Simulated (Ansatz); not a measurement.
Reaction (redistribution): `O=C[SiH2][SiH2][SiH3]` + `C[BH][GeH3]` → `C[SiH2]C=O` + `[SiH3][SiH2][BH][GeH3]`

Isolated molecules relaxed with PBE0-D4/def2-TZVP in Ansatz; ΔE leaves out vibrations. CBS: MP2 limit from def2 TZ/QZ plus the TZ coupled-cluster correction, frozen cores. Functionals use def2-TZVPP. B3LYP here is the variant with VWN-RPA as its local correlation; programs differ in this. For Ge outer-core shells are correlated without core-valence functions, which leaves a few kJ/mol of doubt a bond. Scalar relativity is left out up to krypton. One conformer a species, not always the lowest.

```json
{"level": "PBE", "ΔE (kJ/mol)": "21.1"}
{"level": "r2SCAN", "ΔE (kJ/mol)": "18.3"}
{"level": "B3LYP", "ΔE (kJ/mol)": "19.6"}
{"level": "SCS-MP2/def2-TZVPP", "ΔE (kJ/mol)": "16.6"}
```

(1) What does CCSD(T)/CBS give? (An estimate is asked.)

Largest T1 diagnostic among the species: 0.016.

## Answers

(1) Ansatz gave: +17.6 kJ/mol. The listed levels differ from it by 3.5, 0.7, 2.0, -1.0 kJ/mol.
